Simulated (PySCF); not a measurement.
Computed IR spectrum (relative IR intensity) of a molecule C₂H₇GaO. Geometry: B3LYP-D3(BJ)/def2-SVP. Other conformers were not sampled. Method: B3LYP-D3(BJ)/def2-SVP run with PySCF 2.14.0. Frequencies are harmonic and unscaled.

```
ν (cm⁻¹)  relative intensity
--------  ------------------
120                      2.4
248                      4.6
434                       20
561                      7.8
589                       69
632                       15
719                       21
767                       40
1137                     100
1202                      18
1220                     3.3
1476                      14
1478                     5.2
1937                      90
2960                      53
3028                      32
3042                      25
3121                     2.6
```

Q: Which molecule gave these data?
A) CC[O][GaH2]
B) [CH3][Ga]([CH3])[OH]
C) C[O][GaH][CH3]

A: C, C[O][GaH][CH3]
